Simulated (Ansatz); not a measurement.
**Pulling the pair apart**

The pair of C2H4 (SMILES C=C, atoms 1–6) and SbH3 (SMILES [SbH3], atoms 7–10), both closed shells, in one local arrangement (a lower one may exist), relaxed at PBE0-D4/def2-TZVP:

```tsv
atom	x (Å)	y (Å)	z (Å)
C1	-0.4879	0.2075	-1.6390
C2	0.6383	-0.4530	-1.4182
H3	-1.4458	-0.2994	-1.6870
H4	-0.4993	1.2823	-1.7851
H5	1.5960	0.0542	-1.3711
H6	0.6492	-1.5278	-1.2728
Sb7	-0.6679	0.5111	1.9755
H8	-0.4252	0.4431	3.6704
H9	0.9640	0.9339	1.7127
H10	-0.3214	-1.1518	1.8146
```

SbH3 is shifted rigidly along the line between the mean atom positions of the two fragments (negative: closer). Counterpoise interaction energies in kcal/mol. Computed with Ansatz 0.2.0 (basis: def2-TZVPPD); correlated methods freeze the cores. Filled d shells of the heavier atoms are correlated. Core potentials replace the inner electrons of the atoms past krypton. The def2 sets are not built for correlating such inner shells, so the correlated values are less sure here.

```
shift (Å)  PBE0-D4  r2SCAN-D4     HF
    -0.36    -1.45      -0.92   3.64
    -0.18    -2.04      -1.59   1.87
     0.00    -2.20      -1.80   0.85
     0.18    -2.11      -1.76   0.27
     0.44    -1.82      -1.52  -0.12
     0.91    -1.20      -1.00  -0.27
     1.82    -0.45      -0.38  -0.16
     3.63    -0.07      -0.07  -0.04
```

(1) What does CCSD(T) give at these shifts? (Judge from chemistry; the value comes from the calculation.)

T1 diagnostic: at most 0.013.

## Answers

(1) Computed: -0.14, -1.03, -1.39, -1.46, -1.32, -0.89, -0.34, -0.06 kcal/mol. For zero shift, CCSD(T) at an estimated basis limit (MP2 extrapolated from triple and quadruple zeta, plus CCSD(T) − MP2 in triple zeta) gives -1.77 kcal/mol. These are counterpoise interaction energies, counted from the two frozen fragments.

For scale, one of the runs: CCSD(T)/def2-TZVPPD, 249 basis functions, launched by `ansatz run in.yaml --threads 4 --pin off --events-out ev --progress --plain --max-ram 9574MiB`. The run took 2.5 min on 4 CPU threads of an Arm Neoverse V2 (shared host), with 5.6 GiB of host memory at its peak.
